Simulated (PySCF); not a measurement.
## Electron correlation in C⁺ (carbon, charge +1)

[He] 2s1 2p1 3s1, high-spin 4P determinant (an excited configuration). Computed with PySCF 2.14 in aug-cc-pwCVDZ (5s4p2d, 27 functions), with the non-relativistic Hamiltonian (point nucleus). Frozen: nothing; 5 electrons correlated.

| level | correlation energy (mhartree) |
| --- | --- |
| CCSD | -38.80 |
| (T) | -0.10 |
| CCSD(T) | -38.90 |
| CCSDT | -38.93 |

Diagnostics: T1 = 0.0042, D1 = 0.0123, largest double amplitude 0.050.

The outer electron is Rydberg-like, and this basis confines it to a smaller radius and binds it less than a complete one would.

Cost of the coupled-cluster step: about 0.26 core-seconds, for 5 correlated electrons.
